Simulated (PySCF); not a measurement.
Working out the electron affinity of Cu

Cu- [Ar] 3d10 4s2 (1S) → Cu [Ar] 3d10 4s1 (2S). All numbers are calculated (PySCF 2.14, the non-relativistic Hamiltonian (point nucleus), in def2-TZVPPD). Frozen: [Ne]. Energies in hartree (1 hartree = 27.21139 eV):

```csv
part,Cu- (lower),Cu (upper)
UHF,-1638.912988,-1638.923229
CCSD correlation,-0.762379,-0.723949
(T),-0.026204,-0.020176
```

What does Hartree-Fock give?

(-1638.923229) − (-1638.912988) = -0.010241 hartree = -0.279 eV.

What do CCSD and CCSD(T) give?

The CCSD correlation energies differ by 0.038430 hartree = 1.046 eV and the triples by 0.006028 hartree = 0.164 eV, so CCSD gives 0.767 eV and CCSD(T) 0.931 eV.

A first-order spin-orbit estimate adds 0.000 eV to CCSD(T) (valence and next inner shell), giving 0.931 eV against 1.236 eV (measured; photodetachment measurements, as compiled on the Wikipedia data page of electron affinities).

The calculation is non-relativistic.

What remains against the reference includes basis incompleteness, the frozen core and higher excitations.
